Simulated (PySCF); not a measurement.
Start geometry of `C[C](C)C(C)(C)C` [radical] from GFN2-xTB (Å):
```
atom  x, y, z in Å
C1     1.5876   -0.9175    1.0059
C2     0.9029   -0.0477    0.0118
C3     1.7384    0.5956   -1.0358
C4    -0.5916    0.0821    0.0147
C5    -1.1974   -1.0090   -0.8978
C6    -1.1633   -0.1008    1.4279
C7    -1.0467    1.4546   -0.5047
H8     1.4954   -0.5264    2.0236
H9     2.6474   -0.9972    0.7750
H10    1.1656   -1.9273    1.0178
H11    2.2085    1.5142   -0.6621
H12    1.1597    0.8614   -1.9164
H13    2.5485   -0.0674   -1.3453
H14   -0.9559   -1.9977   -0.5151
H15   -2.2803   -0.9110   -0.9387
H16   -0.8001   -0.9255   -1.9067
H17   -0.7472    0.6411    2.1057
H18   -0.9448   -1.0902    1.8184
H19   -2.2443    0.0209    1.4106
H20   -0.8111    1.5843   -1.5571
H21   -0.5675    2.2521    0.0582
H22   -2.1247    1.5500   -0.3917
```

Task: What comes out of this run: PBE0-D3(BJ)/def2-SVP geometry optimisation, gas phase (PySCF 2.14.0)?

Result: 
```
atom  x, y, z in Å
C1     1.5157   -1.0250    1.0250
C2     0.9283   -0.0137    0.0975
C3     1.7643    0.5091   -1.0228
C4    -0.5821    0.1454    0.0376
C5    -1.1647   -0.9634   -0.8606
C6    -1.2053    0.0273    1.4337
C7    -0.9730    1.5070   -0.5488
H8     1.2709   -0.8231    2.0816
H9     2.6117   -1.0572    0.9406
H10    1.1466   -2.0514    0.8202
H11    1.6226    1.5898   -1.1897
H12    1.5285    0.0192   -1.9909
H13    2.8349    0.3410   -0.8349
H14   -0.9309   -1.9634   -0.4631
H15   -2.2618   -0.8774   -0.9275
H16   -0.7608   -0.9015   -1.8831
H17   -0.7896    0.7832    2.1185
H18   -1.0364   -0.9644    1.8787
H19   -2.2944    0.1821    1.3797
H20   -0.6333    1.6203   -1.5889
H21   -0.5437    2.3317    0.0419
H22   -2.0683    1.6230   -0.5463
```

The energy falls by 0.085 eV over 24 energy and gradient evaluations, the largest force component goes from 0.0105 to 9.6e-05 Eh/bohr, and the atoms move by 0.319 Å rms after alignment. The bond that changes most is C3–H12 (ends: carbon bonded to C and 3 H; hydrogen on carbon), which lengthens by 0.024 Å. Bonds longer at the end by more than 0.005 Å: 17 of 21; shorter: 0. Among the angles that change most is C3–C2–C4, from 121.6° to 119.4°. Among the dihedrals that turn most is C1–C2–C3–H11, from -83° to -140°. Rotational constants go from 3015, 2210, 1803 to 2983, 2222, 1800 MHz. The orientation of the end geometry is arbitrary; only internal coordinates are fixed.

The run used 173 basis functions and 139 SCF cycles in all. On an Arm Neoverse V1 with one thread, no GPU (shared host), this took 8.7 min wall.

Stationary, but not proved a minimum. ⟨S²⟩ = 0.755 (exact for a doublet: 0.75).
